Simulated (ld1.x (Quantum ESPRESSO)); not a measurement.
**bismuth (Bi): variants of one TM potential**

Base potential:

ld1.x (Quantum ESPRESSO) 7.5 input, shortened:

```
&input
   title='Bi', zed=83., rel=1, dft='PBE', iswitch=3,
   config='[Xe] 4f14 5d10 6s2 6p3'
 /
 &inputp
   pseudotype=2, tm=.true., lloc=-2, rcloc=2.05,
   nlcc=.true., rcore=1.75
 /
3
6S  1  0   2.00   0.00  2.05  2.05  0.0
6P  2  1   3.00   0.00  2.00  2.00  0.0
5D  3  2  10.00   0.00  1.95  1.95  0.0
 &test
   configts(1)='5d10 6s2 6p3'
 /
```

All-electron outer shells of the reference configuration (PBE, scalar-relativistic, ld1.x):

```json
{"shell": "4f", "level (eV)": "-152.59", "outermost node (bohr)": "–", "outermost maximum (bohr)": "0.34"}
{"shell": "5p", "level (eV)": "-95.86", "outermost node (bohr)": "0.48", "outermost maximum (bohr)": "0.86"}
{"shell": "5d", "level (eV)": "-27.08", "outermost node (bohr)": "0.51", "outermost maximum (bohr)": "1.03"}
{"shell": "6s", "level (eV)": "-14.48", "outermost node (bohr)": "0.98", "outermost maximum (bohr)": "1.88"}
{"shell": "6p", "level (eV)": "-4.57", "outermost node (bohr)": "1.14", "outermost maximum (bohr)": "2.44"}
```

Cutoffs, loose and tight: the cutoffs (Ry, on a coarse ladder) from which the occupation-weighted sum of valence levels, in a spherical-Bessel basis at the reference potential, stays within 10 and 1 mRy of its value at 400 Ry. They do not see the model core or the augmentation charge, which bear on the density cutoff. Test errors are all-electron minus pseudo excitation energies from the reference, over the configurations 5d10 6s2 6p2; 5d10 6s2 6p1; 5d10 6s2 6p0; 5d10 6s0 6p5; 5d10 6s2 6p2.5; 5d10 6s1 6p4; 5d10 6s1 6p3. A dash means not determined; rows that change the core or the reference have their own tests.

```tsv
change	outcome	cutoff, loose	cutoff, tight	bound ghosts	largest test error (meV)
base	generated	55 Ry	90 Ry	none	-27
core correction a·sin(br)/r model core inside 0.86 bohr	generated	55 Ry	90 Ry	none	-29
core correction a·sin(br)/r model core inside 1.06 bohr	generated	55 Ry	90 Ry	none	-29
core correction a·sin(br)/r model core inside 1.24 bohr	generated	55 Ry	90 Ry	none	-29
core correction a·sin(br)/r model core inside 1.46 bohr	generated	55 Ry	90 Ry	none	-29
core correction a·sin(br)/r model core inside 1.74 bohr	generated	55 Ry	90 Ry	none	-27
core correction a·sin(br)/r model core inside 1.88 bohr	generated	55 Ry	90 Ry	none	-25
core correction a·sin(br)/r model core inside 2.18 bohr	generated	55 Ry	90 Ry	none	-19
core correction a·sin(br)/r model core inside 2.32 bohr	generated	55 Ry	90 Ry	none	-16
```

What comes out with this change to the base: core correction none?

outcome: generated; cutoff, loose: 55 Ry; cutoff, tight: 90 Ry; bound ghosts: none; largest test error (meV): +8.2.
